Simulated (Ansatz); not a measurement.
Consider the ligand exchange at the Si–C bond: `F[SiH2]C[SiH2]F` + `CO[SiH2]S` → `CO[SiH2]S[SiH2]F` + `C[SiH2]F`.

Gas-phase electronic energies from Ansatz, PBE0-D4/def2-TZVP geometries. CBS: MP2 limit from def2 TZ/QZ plus the TZ coupled-cluster correction, frozen cores. This one scheme is used for every species. Functionals use def2-TZVPP. Each species was taken in one conformer, which may not be the lowest.

| level | ΔE (kcal/mol) |
| --- | --- |
| ωB97M-V | -15.2 |
| B2PLYP | -14.8 |
| PBE | -14.8 |
| SCS-MP2/def2-QZVPP | -15.1 |

(1) What does CCSD(T)/CBS give? (An estimate is asked.)

Largest T1 diagnostic among the species: 0.012.

Results:

(1) Computed: -15.1 kcal/mol. The listed levels differ from it by -0.1, 0.3, 0.3, 0.0 kcal/mol.

The D4 term adds −2.0 kcal/mol with B3LYP and −1.1 kcal/mol with PBE0; it sums over pairs of atoms, weighted by their polarisabilities, and B3LYP, whose exchange is more repulsive, gets the larger term.

B3LYP here is the variant with VWN-RPA as its local correlation; programs differ in this.
